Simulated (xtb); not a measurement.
H$_{3}$Al, triplet, geometry from GFN2-xTB (such geometries of metal compounds can be far from the true shape) (a higher spin typed on purpose: for a closed-shell molecule this is an excited state); GFN0-xTB (xtb 6.7.1).

The xtb input:
```
$ xtb mol.xyz --gfn 0 --uhf 2 --ohess --json

# file mol.xyz
4

Al    -0.00852086     0.11601664     0.09405889
H      0.59235466    -1.44177485     0.61327871
H     -0.41209475     1.22776837    -0.98292216
H     -0.06948873    -1.29420984    -0.85312208
```

The log (banner, timings and long lists left out):

```
   ID    Z sym.   atoms
    1   13 Al     1
    2    1 H      2-4

           -------------------------------------------------
          |                Calculation Setup                |
           -------------------------------------------------

           -------------------------------------------------
          |                 G F N 0 - x T B                 |
           -------------------------------------------------

          ...................................................
          :                      SETUP                      :
          :.................................................:
          :  # basis functions                  16          :
          :  # atomic orbitals                  15          :
          :  # shells                            9          :
          :  # electrons                         6          :
          :  electronic temp.          300.0000000     K    :
          :  accuracy                    1.0000000          :
          :  -> integral cutoff          0.2500000E+02      :
          :  -> integral neglect         0.1000000E-07      :
          ...................................................

         :::::::::::::::::::::::::::::::::::::::::::::::::::::
         ::                     SUMMARY                     ::
         :::::::::::::::::::::::::::::::::::::::::::::::::::::
         :: total energy              -2.925474373243 Eh    ::
         :: gradient norm              0.030157844183 Eh/a0 ::
         :: HOMO-LUMO gap              3.806298169740 eV    ::
         ::.................................................::
         :: H0 energy                 -2.910388853194 Eh    ::
         :: repulsion energy           0.006946841052 Eh    ::
         :: electrostat energy        -0.021712229940 Eh    ::
         :: -> Gsolv                   0.000000000000 Eh    ::
         ::    -> Gsasa                0.000000000000 Eh    ::
         ::    -> Gshift               0.000000000000 Eh    ::
         :: dispersion energy         -0.000320131160 Eh    ::
         :: short-range corr.          0.000000000000 Eh    ::
         :: add. restraining           0.000000000000 Eh    ::
         :: total charge              -0.000000000000 e     ::
         :::::::::::::::::::::::::::::::::::::::::::::::::::::

      -----------------------------------------------------------
     |                   =====================                   |
     |                        A N C O P T                        |
     |                   =====================                   |
     |               Approximate Normal Coordinate               |
     |                Rational Function Optimizer                |
      -----------------------------------------------------------
      -----------------------------------------------------------
     |                   =====================                   |
     |                        A N C O P T                        |
     |                   =====================                   |
     |               Approximate Normal Coordinate               |
     |                Rational Function Optimizer                |
      -----------------------------------------------------------

          ...................................................
          :                      SETUP                      :
          :.................................................:
          :   optimization level            normal          :
          :   max. optcycles                   200          :
          :   ANC micro-cycles                  20          :
          :   degrees of freedom                 6          :
          :.................................................:
          :   RF solver                   davidson          :
          :   write xtbopt.log                true          :
          :   linear?                        false          :
          :   energy convergence         0.5000000E-05 Eh   :
[...]
 * total energy  :    -2.9428151 Eh     change       -0.2626926E-02 Eh
 * total energy  :    -2.9456831 Eh     change       -0.2868034E-02 Eh
 * total energy  :    -2.9470637 Eh     change       -0.1380595E-02 Eh
 * total energy  :    -2.9467609 Eh     change        0.3027872E-03 Eh
 * total energy  :    -2.9478376 Eh     change       -0.1076709E-02 Eh
 * total energy  :    -2.9480000 Eh     change       -0.1624342E-03 Eh
 * total energy  :    -2.9480718 Eh     change       -0.7174185E-04 Eh
 * total energy  :    -2.9482157 Eh     change       -0.1439366E-03 Eh
 * total energy  :    -2.9482419 Eh     change       -0.2617247E-04 Eh
 * total energy  :    -2.9482536 Eh     change       -0.1173580E-04 Eh
 * total energy  :    -2.9482601 Eh     change       -0.6423075E-05 Eh
 * total energy  :    -2.9482605 Eh     change       -0.4783036E-06 Eh
   *** GEOMETRY OPTIMIZATION CONVERGED AFTER 17 ITERATIONS ***
         :: total energy              -2.948260532591 Eh    ::
[...]
eigval :       -0.00    -0.00    -0.00     0.00     0.00     0.00
eigval :      309.14   839.07  1003.96  1225.26  1309.64  1432.39
 reduced masses (amu)
   1:  9.45   2: 18.48   3: 11.73   4: 20.00   5: 16.79   6:  2.74   7:  1.28   8:  2.56
   9:  2.15  10:  1.59  11:  1.49  12:  1.77
 IR intensities (km·mol⁻¹)
   1:  6.93   2:  2.77   3:  7.16   4:  1.08   5:  0.16   6:  5.40   7:  1.55   8:  9.39
   9:  1.74  10:  0.13  11:  1.48  12:  1.66
 Raman intensities (Ä⁴*amu⁻¹)
   1:  0.00   2:  0.00   3:  0.00   4:  0.00   5:  0.00   6:  0.00   7:  0.00   8:  0.00
   9:  0.00  10:  0.00  11:  0.00  12:  0.00
 output can be read by thermo (or use thermo option).
 writing <g98.out> molden fake output.
 recommended (thermochemical) frequency scaling factor: 1.0
           -------------------------------------------------
          |             Thermodynamic Functions             |
           -------------------------------------------------

cs  symmetry found (for desy threshold:  0.10E+00) used in thermo

          ...................................................
          :                      SETUP                      :
          :.................................................:
          :  # frequencies                           6      :
          :  # imaginary freq.                       0      :
          :  linear?                             false      :
          :  only rotor calc.                    false      :
          :  symmetry                               cs      :
          :  rotational number                       1      :
          :  scaling factor                  1.0000000      :
          :  rotor cutoff                   50.0000000 cm⁻¹ :
          :  imag. cutoff                  -20.0000000 cm⁻¹ :
          :.................................................:

    mode    ω/cm⁻¹     T·S(HO)/kcal·mol⁻¹    T·S(FR)/kcal·mol⁻¹   T·S(vib)
   ------------------------------------------------------------------------
   ------------------------------------------------------------------------

   temp. (K)  partition function   enthalpy   heat capacity  entropy
                                   cal/mol     cal/K/mol   cal/K/mol   J/K/mol
 298.15  VIB   1.33                  342.246      3.044      1.716
         ROT   910.                  888.752      2.981     16.522
         INT  0.121E+04             1230.999      6.025     18.238
         TR   0.159E+27             1481.254      4.968     36.113
         TOT                        2712.2527    10.9934    54.3512   227.4052

       T/K    H(0)-H(T)+PV         H(T)/Eh          T*S/Eh         G(T)/Eh
   ------------------------------------------------------------------------
    298.15    0.432225E-02    0.182634E-01    0.258240E-01   -0.756059E-02
   ------------------------------------------------------------------------

         :::::::::::::::::::::::::::::::::::::::::::::::::::::
         ::                  THERMODYNAMIC                  ::
         :::::::::::::::::::::::::::::::::::::::::::::::::::::
         :: total free energy          -2.955821120122 Eh   ::
         ::.................................................::
         :: total energy               -2.948260532591 Eh   ::
         :: zero point energy           0.013941150376 Eh   ::
         :: G(RRHO) w/o ZPVE           -0.021501737907 Eh   ::
         :: G(RRHO) contrib.           -0.007560587531 Eh   ::
         :::::::::::::::::::::::::::::::::::::::::::::::::::::

optimized geometry written to: xtbopt.xyz

           -------------------------------------------------
          | TOTAL ENERGY               -2.948260532591 Eh   |
          | TOTAL ENTHALPY             -2.929997132431 Eh   |
          | TOTAL FREE ENERGY          -2.955821120122 Eh   |
          | GRADIENT NORM               0.000051518703 Eh/α |
          | HOMO-LUMO GAP               5.337810853493 eV   |
           -------------------------------------------------

normal termination of xtb
```
